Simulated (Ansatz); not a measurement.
Another site gives an ion 0.20 eV lower (`C=[C-]c1ccccc1`) at the level frozen-core CCSD(T)/aug-cc-pVDZ // B3LYP-D3(BJ)/def2-SVPD (Ansatz, a program for electronic structure).

Species: C₈H₇, SMILES `C=Cc1cc[c-]cc1` (not the most acidic site; C–C–C–C torsion 180°) (charge -1, multiplicity 1), formula C₈H₇.

Question: How many basis functions does frozen-core CCSD(T)/aug-cc-pVDZ // B3LYP-D3(BJ)/def2-SVPD (Ansatz) use, how many core orbitals are frozen, and how many electrons are correlated?

Answer: 247 basis functions and 8 frozen orbitals, which leaves 40 correlated electrons. Core time is of the order of minutes.
